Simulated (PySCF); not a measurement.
H₂MoO₄, multiplicity 1. Atoms are numbered in the order given.

```xyz
7

Mo     0.0000     0.0000    -0.0363
O      0.0000     1.3519    -1.0663
O      0.0000    -1.3519    -1.0663
O      1.5245     0.0000     1.0626
H      2.4607     0.0000     0.7919
O     -1.5245     0.0000     1.0626
H     -2.4607     0.0000     0.7919
```
Charge 0, spin multiplicity 1.

Geometry optimised at PBE-D3(BJ)/def2-SVP. A frequency run showed that this geometry is not a minimum. The spin state was assumed, not searched. The isomer is the one that the SMILES or the coordinates give; other isomers of the formula were not compared. The def2 effective core potentials stand for the cores of Mo; spin–orbit coupling is left out. One conformer was computed; it need not be the lowest.

Method: PBE/def2-TZVP (PySCF).

```
Quantity                                                                                                          Value
---------------------------------------------------------------------------------------------  ------------------------
total energy                                                                                         -370.37064 hartree
point group                                                                                                         C2v
highest occupied level                                                                                         -7.40 eV
lowest empty level                                                                                             -3.28 eV
orbital gap                                                                                                     4.12 eV
dipole moment                                                                                                    1.36 D
quadrupole, principal values (traceless, Buckingham form, about the centre of nuclear charge)  -10.02, -8.91, 18.93 D·Å
mean static polarisability                                                                         51.1 bohr³ (7.57 Å³)
polarisability, principal values                                                                 49.3, 49.7, 54.2 bohr³
```
